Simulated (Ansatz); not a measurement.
Reaction (hydrogenolysis of a B–F bond): `OCB(F)Br` + H₂ → `OCBBr` + H–F

Isolated molecules relaxed with PBE0-D4/def2-TZVP in Ansatz; ΔE leaves out vibrations. CBS: MP2 limit from def2 TZ/QZ plus the TZ coupled-cluster correction, frozen cores. This one scheme is used for every species. Functionals use def2-TZVPP. For Br outer-core shells are correlated without core-valence functions, which leaves a few kJ/mol of doubt a bond. Scalar relativity is left out up to krypton. One conformer a species, not always the lowest.

| species | ωB97M-V energy (Eh) |
| --- | --- |
| `OCB(F)Br` | -2813.95895 |
| H₂ | -1.16132 |
| `OCBBr` | -2714.61337 |
| H–F | -100.46072 |

(1) Work out ΔE.

Largest T1 diagnostic among the species: 0.011.

Answers

(1) ΔE = (-2714.61337) + (-100.46072) − (-2813.95895) − (-1.16132) = 0.04618 Eh = +121.2 kJ/mol. CCSD(T)/CBS gives +111.5 kJ/mol.

From PBE to PBE0 (25 % exact exchange), in def2-TZVPP and without D4, ΔE moves by −3.5 kJ/mol.
